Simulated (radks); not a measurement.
Values are calculated unless marked as measured or tabulated.
Neutral rubidium inside a hard spherical wall (all orbitals vanish at R), configuration held at [Kr] 5s1 and not refilled when levels cross. Code: a radial shooting solver on a logarithmic mesh with Libxc functionals. Model: scalar-relativistic Kohn-Sham, PBE, spin-polarised, spherical densities, point nucleus; open shells are filled with parallel spins first (spin-orbit coupling, left out, can overturn this in heavy ions). Eigenvalues in eV for spin up, with the zero of energy where the potential of the charges vanishes at infinity; a dash marks a level that is unbound or too diffuse for the functional's potential to be trusted. A positive occupied level is held by the wall or, in an anion where self-interaction has pushed it up, behind a barrier. The pressure on the wall is -dE/dV.

| R (bohr) | E (hartree) | kinetic (hartree) | e(3d) | e(4s) | e(4p) | e(5s) | e(5p, empty) | e(6s, empty) | pressure (GPa) |
|---|---|---|---|---|---|---|---|---|---|
| free | -2981.20150 | 3053.245 | -103.91 | -31.857 | -15.948 | -2.436 | -0.893 | - | 0 |
| 20 | -2981.20150 | 3053.245 | -103.91 | -31.857 | -15.948 | -2.436 | -0.889 | 0.011 | < 0.0001 |
| 10 | -2981.19586 | 3053.279 | -103.56 | -31.519 | -15.619 | -2.138 | -0.152 | 3.660 | 0.0936 |
| 8 | -2981.17843 | 3053.352 | -103.04 | -31.019 | -15.138 | -1.453 | 1.125 | 8.090 | 0.596 |
| 7 | -2981.15429 | 3053.437 | -102.57 | -30.587 | -14.729 | -0.614 | 2.546 | 12.513 | 1.64 |
| 4 | -2980.54409 | 3055.656 | -96.668 | -25.934 | -10.171 | 15.124 | 24.025 | 67.116 | 112 |
| 2.5 | -2975.46482 | 3072.847 | -71.064 | -5.409 | 13.256 | 93.637 | 112.08 | 252.39 | 3780 |
| 1.5 | -2934.99170 | 3184.472 | 8.636 | 115.16 | 147.26 | 468.41 | 493.64 | 977.68 | 122000 |
